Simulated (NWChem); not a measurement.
Species: BiF2, doublet; SMILES [Bi]([F])[F]

Computed with NWChem. Spin-unrestricted. Medium grid unless said otherwise, to which SCAN and Minnesota functionals are sensitive. In the optimisation the excess spin sits in b2 (C2v, its own frame). The geometry was optimised at PBE0/def2-SVP, spin-unrestricted. The spin multiplicity was typed, not searched, and may not be the lowest. No stability test was run on the SCF state. def2 effective core potentials on Bi; no spin-orbit coupling. B3LYP is NWChem's, with the RPA form of VWN correlation.

Among these, which level gives the highest value of “lowest empty minus highest occupied level, either spin (eV)”?
(A) LC-wPBE (HJS exchange hole, range parameter 0.4 per bohr)/def2-SVP
(B) M06/def2-SVP
(C) MN15-L/def2-SVP
(D) PBE/def2-SVP

A, LC-wPBE (HJS exchange hole, range parameter 0.4 per bohr)/def2-SVP. Values: PBE/def2-SVP 1.07; MN15-L/def2-SVP 1.70; M06/def2-SVP 2.20; LC-wPBE (HJS exchange hole, range parameter 0.4 per bohr)/def2-SVP 7.94
